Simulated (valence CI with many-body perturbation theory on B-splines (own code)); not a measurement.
# Basis-set convergence for Rh13+

Calculated by relativistic CI+MBPT: four valence electrons over a frozen Dirac-Fock core [Ar] 3d10, radial functions for each j: 9 s, 9 p, 8 d, 6 f, 3 g, 1 h, with the one-electron correlation potential Σ1, the two-electron term Σ2, the three-electron term Σ3, Breit, model QED; selected CI, second order for the rest, scaled by the run's own slope (own B-spline code, finite nucleus).

No measured spectrum was set against this ion. As an estimate, levels hold to about 250 cm⁻¹ or 0.2 % of their energy and the worst to 1 %, as in measured heavy ions of charge 2 to 7; those with d or f electrons hold less well.

The reference run has the lowest level 4s2.4p2 3P_0 and an ionisation energy of 307.069 eV. Its largest variational space holds 20006 state functions.

Names give the largest LS component (configuration and term), which can be under half, so a name can repeat, a term be missing and a line seem to break the LS rules; names also repeat where a configuration has a term twice.

Changed runs:
A. basis 6 s, 6 p, 5 d, 3 f, 1 g
B. basis 5 s, 5 p, 4 d, 2 f

Excitation energies of the reference run in cm⁻¹, and shifts in cm⁻¹:

| Level | Reference | A | B |
| --- | --- | --- | --- |
| 4s2.4p2 3P_1 | 31085 | -35 | -109 |
| 4s2.4p2 3P_2 | 43401 | +17 | +79 |
| 4s2.4p2 1D_2 | 85524 | +36 | +166 |
| 4s2.4p2 1S_0 | 120294 | +137 | +517 |
| 4s.4p3 5S°_2 | 263540 | -220 | -681 |
| 4s.4p3 3D°_1 | 319490 | -9.5 | +49 |
| 4s.4p3 3D°_2 | 323074 | -32 | -25 |
| 4s.4p3 3D°_3 | 335494 | -35 | -33 |
| 4s.4p3 3P°_0 | 365155 | +48 | +268 |
| 4s.4p3 3P°_1 | 369837 | +35 | +219 |
| 4s.4p3 3P°_2 | 374633 | +19 | +149 |
| 4s.4p3 1D°_2 | 413742 | +38 | +187 |
| Ionisation energy (eV) | 307.069 | -0.025 | -0.075 |
